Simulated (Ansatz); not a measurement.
The inner images of a band of ClH + ClH3OSn (8 atoms, charge 0, multiplicity 1) are given out of order.

The calculation used RKS PBE0/def2-SVP (Ansatz).

Initial state:

```xyz
8
Properties=species:S:1:pos:R:3
Sn -0.195 -0.146 -0.161
O -0.092 0.161 1.816
H 0.277 -0.577 2.317
Cl 1.876 -1.059 -0.776
H -0.385 1.400 -0.828
H -1.372 -1.346 -0.442
Cl 1.161 2.869 1.916
H 0.613 1.675 2.078
```

Final state:

```xyz
8
Properties=species:S:1:pos:R:3
Sn 0.497 0.027 -0.113
O -0.691 0.462 2.218
H -1.339 1.177 2.234
Cl 1.684 -0.272 -2.141
H -0.778 1.054 -0.575
H 0.322 -1.548 0.486
Cl 2.083 1.230 1.191
H 0.104 0.845 2.621
```

Put them in order from the first end to the last, with their energies above the first end.
A.
```xyz
8
Properties=species:S:1:pos:R:3
Sn -0.022 0.069 -0.084
O 0.157 0.026 1.998
H -0.623 -0.154 2.540
Cl 2.046 -0.491 -0.996
H -0.777 1.446 -0.724
H -0.946 -1.373 -0.204
Cl 1.341 2.319 1.348
H 0.708 1.133 2.043
```
B.
```xyz
8
Properties=species:S:1:pos:R:3
Sn -0.174 -0.078 -0.114
O -0.179 0.219 1.871
H -0.254 -0.562 2.430
Cl 1.994 -0.637 -0.799
H -0.657 1.397 -0.790
H -1.120 -1.477 -0.351
Cl 1.479 2.584 1.625
H 0.795 1.528 2.049
```
C.
```xyz
8
Properties=species:S:1:pos:R:3
Sn 0.316 0.279 -0.260
O -0.260 0.136 2.318
H -1.050 0.148 2.867
Cl 2.010 -0.414 -1.752
H -0.764 1.375 -1.003
H -0.344 -1.230 0.154
Cl 1.670 1.811 0.994
H 0.306 0.870 2.602
```
D.
```xyz
8
Properties=species:S:1:pos:R:3
Sn 0.442 0.156 -0.229
O -0.518 0.338 2.280
H -1.328 0.602 2.729
Cl 1.850 -0.369 -2.057
H -0.722 1.251 -0.816
H 0.026 -1.384 0.336
Cl 1.958 1.446 1.080
H 0.175 0.935 2.598
```
E.
```xyz
8
Properties=species:S:1:pos:R:3
Sn 0.156 0.331 -0.168
O 0.077 -0.048 2.208
H -0.738 -0.140 2.715
Cl 2.064 -0.420 -1.322
H -0.839 1.478 -0.959
H -0.705 -1.158 -0.037
Cl 1.364 2.129 1.043
H 0.506 0.804 2.440
```

B (+0.043 eV), A (+0.262 eV), E (-0.279 eV), C (-0.526 eV), D (-0.763 eV).

Time of the run: 6.9 min on 2 threads of Intel(R) Xeon(R) Platinum 8259CL CPU @ 2.50GHz (Skylake/Cascade Lake) (shared host), peak memory 0.27 GiB.
